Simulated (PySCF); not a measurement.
Se(Cl)(SMe) (CH3ClSSe), SMILES CS[Se]Cl.

Coordinates come from a B3LYP-D3(BJ)/def2-SVP optimisation. This is a generated structure with no PubChem entry under its InChIKey; it may be hypothetical. Other conformers were not sampled.

Two levels are set side by side: TDA-PBE/def2-SVPD (PySCF) and TDA-CAM-B3LYP/def2-SVPD (PySCF). Vertical, same geometry. The lowest singlet is HOMO→LUMO 99 % with PBE and HOMO→LUMO 96 % with the other functional; states are paired by order. Differences are taken from unrounded values.

| quantity | TDA-CAM-B3LYP |
|---|---|
| lowest singlet excitation (eV) | 2.91 |
| lowest triplet excitation (TDA) (eV) | 2.14 |
| first bright state (f over 0.05) (eV) | 4.51 |
| its oscillator strength | 0.06 |

### Question
What does TDA-PBE give, and how far is it from TDA-CAM-B3LYP? (Estimate from the structure and the level; the computed values follow.)

### Answer

| quantity | TDA-PBE | TDA-PBE minus TDA-CAM-B3LYP |
|---|---|---|
| lowest singlet excitation (eV) | 2.74 | -0.17 |
| lowest triplet excitation (TDA) (eV) | 2.04 | -0.10 |
| first bright state (f over 0.05) (eV) | 3.95 | -0.55 |
| its oscillator strength | 0.06 | 0.00 |

A lower first singlet is the usual sign of a functional without exact exchange. Differences between two approximate levels are no errors against the true value.

Rough cost on one machine, each run with all the roots and properties that it gave: TDA-CAM-B3LYP against TDA-PBE about 3 times.
